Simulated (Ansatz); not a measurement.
Geometry optimisation, RKS revPBE/def2-SVP (Ansatz).

The input (input.yaml):

```yaml
crystal:
  periodic: [false, false, false]
  atoms:
    - { symbol: B, position_ang: [-0.108245, 0.398706, -0.336854] }
    - { symbol: F, position_ang: [0.125935, 0.095245, 2.158523] }
    - { symbol: F, position_ang: [0.949019, -0.361399, -0.680207] }
    - { symbol: O, position_ang: [-1.385496, -0.013552, -0.544371] }
    - { symbol: H, position_ang: [-1.425219, -0.928592, -0.883562] }
    - { symbol: H, position_ang: [0.07413, 1.523231, 0.052037] }
    - { symbol: H, position_ang: [0.080475, 0.965161, 1.827135] }
basis:
  gaussian: { orbitals: def2-SVP }
hamiltonian:
  xc: revpbe
relax:
  f_tol: 0.03
  max_steps: 50
```

Run as:

```bash
$ ansatz run input.yaml --threads 1 --pin off --max-ram 2048MiB --backend cpu --events-out ev --progress --plain --runs-dir out
```

**Question.** Where does it end, and by what steps?

**Answer.** The forces met the threshold. After 5 steps the energy has fallen by 0.020 eV; H7 moved furthest, 0.17 Å.

| step | energy less start (eV) | largest force component (eV/Å) | accepted |
| --- | --- | --- | --- |
| 0 | 0.0000 | 0.365 | yes |
| 1 | -0.0171 | 0.138 | yes |
| 2 | -0.0180 | 0.281 | yes |
| 3 | -0.0193 | 0.191 | yes |
| 4 | -0.0198 | 0.116 | yes |
| 5 | -0.0201 | 0.018 | yes |

```xyz
7
Properties=species:S:1:pos:R:3
B -0.102 0.404 -0.425
F 0.153 0.091 2.296
F 0.942 -0.373 -0.765
O -1.384 -0.016 -0.574
H -1.435 -0.940 -0.885
H 0.093 1.544 -0.045
H 0.043 0.969 1.990
```

Whether the end is a true minimum wasn't checked by a vibrational analysis.

The run took 14 s on 1 thread of Intel(R) Xeon(R) Platinum 8175M CPU @ 2.50GHz (Skylake/Cascade Lake), on a shared host, peak memory 0.14 GiB.
